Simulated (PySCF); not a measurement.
2-chloro-3-fluorobuta-1,3-diene (C4H4ClF), SMILES C=C(F)C(=C)Cl.

The structure is a stationary point at r2SCAN-D4/def2-SVP. Other conformers were not sampled.

Two levels are set side by side: PBE/def2-TZVP (PySCF) and M06-2X/def2-TZVP (PySCF). Same geometry, gas phase. Differences are taken from unrounded values.

| quantity | M06-2X |
|---|---|
| orbital gap (eV) | 7.75 |
| highest occupied level (eV) | -8.40 |
| lowest empty level (eV) | -0.64 |
| dipole moment (D) | 0.12 |
| mean polarisability (bohr³) | 62.5 |

Problem. What does PBE give, and how far is it from M06-2X? (The exact figures need the calculation; the answer reports its results.)

Solution. 
```
quantity                       PBE  PBE minus M06-2X
---------------------------  -----  ----------------
orbital gap (eV)              3.80             -3.95
highest occupied level (eV)  -6.18              2.21
lowest empty level (eV)      -2.38             -1.74
dipole moment (D)             0.09             -0.03
mean polarisability (bohr³)   64.9               2.3
```

Without exact exchange PBE keeps part of each electron's self-repulsion, which lifts occupied levels and narrows the gap. PBE's more diffuse valence density responds more strongly to a field. Differences between two approximate levels are no errors against the true value.

Rough cost on one machine, each run with all the roots and properties that it gave: M06-2X against PBE about 4 times.
